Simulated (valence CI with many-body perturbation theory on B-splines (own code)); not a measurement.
# Valence orbitals of Ce³⁵⁺

Calculated by relativistic CI+MBPT: five valence electrons over a frozen Dirac-Fock core [Ar], radial functions for each j: 7 s, 7 p, 8 d, 6 f, 4 g, 1 h, with the one-electron correlation potential Σ1 (screened to all orders), the two-electron term Σ2, the three-electron term Σ3, Breit, model QED; selected single and double excitations, second order for the rest (own B-spline code, finite nucleus).

No measured spectrum was set against this ion. As an estimate, large intervals hold to a few tenths of a per cent, small ones and those within an open d or f shell to about a per cent. Only levels of the ground parity were solved; by the run's estimate the other parity begins above the list, which can be wrong where configurations are misplaced.

These are the spectroscopic orbitals of the CI (the correlating ones are not listed), shaped by the core and the other valence electrons. h is the expectation value of the core's Dirac-Fock operator, without the valence repulsion; Σ1 is computed up to l = 3 at one energy for each symmetry, that of its lowest orbital but kept below the first core excitation, so for empty shells it is not the orbital's own correlation shift; Breit and QED include the response of the core.

```tsv
Orbital	h (hartree)	Σ1 (cm⁻¹)	Breit (cm⁻¹)	QED (cm⁻¹)	⟨r⟩ (bohr)
4s1/2	-61.065	-7403	5400	3997	0.5231
5s1/2	-37.328	-2818	2623	1973	0.8554
6s1/2	-25.184	-1408	1439	1100	1.274
4p1/2	-58.935	-9720	8525	-87.9	0.5198
5p1/2	-36.276	-3577	4246	-39.5	0.8587
6p1/2	-24.592	-1764	2370	-21.0	1.284
4p3/2	-57.481	-9218	5254	314	0.5342
5p3/2	-35.576	-3496	2629	161	0.8764
6p3/2	-24.2	-1744	1556	91.5	1.305
3d3/2	-102.98	-21366	11572	-1003	0.2303
4d3/2	-54.44	-9606	4115	-275	0.5112
5d3/2	-34.108	-3742	2007	-126	0.8688
3d5/2	-102.07	-20235	5783	-488	0.2334
4d5/2	-54.111	-9328	2109	-106	0.5150
5d5/2	-33.946	-3614	1018	-44.8	0.8734
4f5/2	-51.296	-21865	439	-162	0.4669
5f5/2	-32.657	-9007	199	-78.7	0.8361
4f7/2	-51.187	-19010	-172	-99	0.4684
5f7/2	-32.597	-7792	-62.5	-46.0	0.8380
5g7/2	-31.844		30.2	-18.4	0.7562
5g9/2	-31.818		-26.4	-3.1	0.7571
```

Among the shells of the start configuration 3d5, Σ1 is largest in size for 3d3/2, where it is 0.095 % of h.

Lowest root of each symmetry, sizes in configuration state functions:

```tsv
J	Parity	Roots	Reference	Variational	Second order	Change by selected CI (cm⁻¹)	Change by second order (cm⁻¹)
1/2	even	4	39	17596	85923	-19682	-4
3/2	even	7	67	25128	345271	-19159	-41
5/2	even	10	81	26721	167620	-17108	-105
7/2	even	7	72	24150	182268	-18383	-227
9/2	even	5	56	24157	19866	-18603	-190
11/2	even	3	35	24500	161124	-18312	-40
13/2	even	1	18	19399	6799	-18052	-8
```
